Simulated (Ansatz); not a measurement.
FHSi (SMILES F[SiH]) moved off its minimum; all values from Ansatz (a quantum-chemistry and plane-wave program), cores frozen in correlated methods.
(charge 0, multiplicity 1)
```xyz
3

Si    -0.04455    -0.33908     0.53063
H     -1.00918    -1.20619    -0.48152
F      0.42097     0.63558    -0.62311
```

Forces at MP2/aug-cc-pV(T+d)Z (eV/Å):

```
atom      Fx      Fy      Fz
----  ------  ------  ------
Si1   -1.260  -1.463  -0.347
H2     0.728   0.555   1.057
F3     0.532   0.907  -0.710
```

Problem. Give the forces (eV/Å), the total energy and the dipole at CCSD(T)/aug-cc-pV(T+d)Z.

Solution. 
```csv
atom,Fx,Fy,Fz
Si1,-1.165,-1.356,-0.311
H2,0.650,0.484,0.977
F3,0.515,0.872,-0.666
```
Energy -389.3996 hartree, dipole 0.87 D.

Doubts at one or more of the structures used: a restricted determinant that unrestricted orbitals would lower (CCSD(T)/aug-cc-pV(T+d)Z, MP2/aug-cc-pV(T+d)Z).
